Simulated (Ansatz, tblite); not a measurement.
Cost and result up the ladder for N-butylpyridinium chloride (C9H14ClN) (25 atoms). The state is a singlet with charge 0. Geometry: PBE-D4/def2-SVP.

Ansatz on 4 threads of Arm Neoverse V1 on a shared host; xTB runs through tblite on one thread. Times are rough, summed over both states, and most runs start from the orbitals of an earlier one. PBE0-D4/def2-TZVP serves as the yardstick here, not as an exact answer. The other state is a triplet.

The xTB rows come from tblite.

xTB has no spin-polarisation term.

```
                          level  functions  wall time  vertical triplet (eV)  difference from PBE0-D4/def2-TZVP (eV)
                       GFN2-xTB         63    0.031 s                   2.90                                    0.17
                       GFN1-xTB         77    0.037 s                   2.88                                    0.15
 PBE-D4/def2-TZVP (with forces)        431       28 s                   2.74                                    0.00
PBE0-D4/def2-TZVP (with forces)        431    1.7 min                   2.73                                    0.00
```
